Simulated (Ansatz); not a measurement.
Series: H-ended C [110] rods of face-fused adamantane cages. All species are isolated molecules in the gas phase. Each species was relaxed from one start; no search for lower structures was made at this level. Strings in code marks are SMILES.

Method: PBE-D3(BJ)/def2-SVP run with Ansatz (a quantum-chemistry and plane-wave program). All candidates: neutral, multiplicity 1. 

The dipole moment is 0.00 D and the vertical ionisation energy (Delta-SCF) comes out as 8.95 eV. The HOMO–LUMO gap is 6.91 eV.

Task: Identify which member has these values.
A) C10H16 rod of 1 cage `C1C2CC3CC1CC(C2)C3`
B) C30H36 rod of 6 cages `C1C2CC3C4CC56CC78CC9CC%10C%11CC%12%13CC(C2)(C(C14)C5C%12C%107)C3C6C%13C8C%11C9`
C) C22H28 rod of 4 cages `C1C2CC3C4CC56CC7CC8C9CC(C2)(C(C14)C85)C3C6C9C7`
D) C18H24 rod of 3 cages `C1C2C3CC4CC2C2C5CC6CC(C15)C3C2(C4)C6`

Result: A, C10H16 rod of 1 cage `C1C2CC3CC1CC(C2)C3`. The others give C18H24 rod of 3 cages `C1C2C3CC4CC2C2C5CC6CC(C15)C3C2(C4)C6`: 0.05 D, 8.05 eV, 6.35 eV; C22H28 rod of 4 cages `C1C2CC3C4CC56CC7CC8C9CC(C2)(C(C14)C85)C3C6C9C7`: 0.00 D, 7.76 eV, 6.24 eV; C30H36 rod of 6 cages `C1C2CC3C4CC56CC78CC9CC%10C%11CC%12%13CC(C2)(C(C14)C5C%12C%107)C3C6C%13C8C%11C9`: 0.00 D, 7.34 eV, 6.08 eV
